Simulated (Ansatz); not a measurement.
Job for Ansatz (a quantum-chemistry and plane-wave program): R-RI-MP2/aug-cc-pVQZ on HBr (SMILES Br) with ghost functions, monomers drawn apart or pushed together. Files ending in .json are basis or fitting sets from the Basis Set Exchange. The run froze 14 orbitals, filled d shells among them.

Ansatz 0.2 input:
```yaml
crystal:
  periodic: [false, false, false]
  atoms:
    - {symbol: Br, position_ang: [-0.33061094, 0.13122235, -0.57024730]}
    - {symbol: H, position_ang: [-0.35181744, 0.14657662, 0.87493129]}
basis:
  gaussian:
    orbitals: aug-cc-pVQZ
    fitting: {mean_field: def2-universal-JKFIT, correlation: aug-cc-pVQZ-RIFIT.json}
    ghost_atoms:
      - {symbol: Se, position_ang: [-0.17134495, 0.09844205, 5.40194974]}
      - {symbol: H, position_ang: [0.38371212, -1.26242150, 5.34470811]}
      - {symbol: H, position_ang: [1.17444645, 0.68773228, 5.33194509]}
magnetization: {spin_polarized: false}
correlation: {method: mp2, electrons: outside_noble_gas}
scf: {lower_state_search: off}
```

The log:

```
WARN ansatz: RAYON_NUM_THREADS=1 ignored (pool sized by the plan → 1); use --threads N
Functional definition: HF
these checks for a lower state are left out or cut short: stability, starts, cluster_reference, orbital_swaps, neighbouring_geometries, increment
integrals: 0.40 GiB planned
586 factors; integrals over basis functions are off by at most 5.3e0 eV
mean field: 0.70 GiB planned
mean field evaluation 1: about -70015.9147 eV, gradient 9.2e0 eV
mean field evaluation 2: about -70016.2378 eV, gradient 4.1e0 eV
mean field evaluation 4: about -70016.2848 eV, gradient 3.9e-1 eV
mean field -70016.28585905 eV, -2573.0510465769 hartree, gradient 4.6e-7 eV, S^2 0.000000; 0 other end points of the search recorded, 0 dependent functions left out
14 core orbitals not correlated
764 factors; their error is unknown
reference -70016.28585905 eV, -2573.0510465769 hartree; 4, 4 occupied and 306, 306 virtual orbitals, 764 factors
second order -5.28599326 eV of doubles, -0.00000000 eV of singles
Total energy: -70021.57185231 eV, -2573.2453032464 hartree
Checks for a lower state left out: stability, starts, cluster_reference, orbital_swaps, neighbouring_geometries, increment
```

Self-consistency was reached.

Cost: roughly 4 core-seconds.
